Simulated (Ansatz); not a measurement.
Total energies of TCNQ, `N#CC(C#N)=c1ccc(=C(C#N)C#N)cc1` from Ansatz at PBE-D4/def2-SVP, gas phase (1 Eh = 27.2114 eV = 2625.5 kJ/mol). The reference geometry is relaxed at PBE-D4/def2-SVP.

```xyz
20

N     4.087    2.246   -0.851
C     2.912    2.241   -0.896
C     1.486    2.222   -0.944
C     0.843    3.372   -1.490
N     0.302    4.316   -1.938
C     0.747    1.118   -0.475
C     1.414   -0.040    0.075
C     0.696   -1.114    0.531
C    -0.747   -1.117    0.475
C    -1.486   -2.222    0.944
C    -2.912   -2.241    0.895
N    -4.087   -2.246    0.850
C    -0.843   -3.373    1.489
N    -0.302   -4.317    1.936
C    -1.414    0.041   -0.074
C    -0.696    1.114   -0.530
H     2.513   -0.046    0.122
H     1.212   -1.991    0.949
H    -2.514    0.046   -0.120
H    -1.212    1.992   -0.947
```

```csv
state,geometry,energy (Eh)
charge 0 singlet,reference,-677.30660
charge 1 doublet,reference,-676.97854
charge -1 doublet,reference,-677.43104
charge -1 doublet,relaxed at PBE-D4/def2-SVP,-677.43407
free N atom (quartet),–,-54.46658
free C atom (triplet),–,-37.75124
free H atom (doublet),–,-0.49863
```

Work out the vertical ionisation energy to the doublet.

E(charge 1 doublet) − E(charge 0 singlet) = -676.97854 − (-677.30660) = 0.32806 Eh = 8.93 eV. For comparison, −ε of the highest occupied level is 6.84 eV at this level, 2.09 eV less.

Work out the vertical electron affinity, to the doublet.

E(charge 0 singlet) − E(charge -1 doublet) = -677.30660 − (-677.43104) = 0.12444 Eh = 3.39 eV. The basis lacks diffuse functions, which makes affinities too small.

Give the fundamental gap IE − EA, the Mulliken electronegativity (IE + EA)/2 and the hardness (IE − EA)/2.

From the values in Eh: IE − EA = 0.32806 − 0.12444 = 0.20362 Eh = 5.54 eV; (IE + EA)/2 = 6.16 eV; (IE − EA)/2 = 2.77 eV. The HOMO–LUMO gap of the same run is 1.39 eV, 4.15 eV smaller than the fundamental gap.

How much does the charge -1 doublet relax, and what is the adiabatic electron affinity?

Relaxation: -677.43104 − (-677.43407) = 0.00303 Eh = 0.08 eV. Adiabatic electron affinity: 0.12747 Eh = 3.47 eV, without zero-point energy. 

What is the binding energy per atom against free atoms?

Atoms: 4 × (-54.46658) + 12 × (-37.75124) + 4 × (-0.49863) = -672.87572 Eh. Binding: -672.87572 − (-677.30660) = 4.43088 Eh = 120.57 eV, or 6.03 eV for each of 20 atoms (no zero-point energy, no counterpoise term).
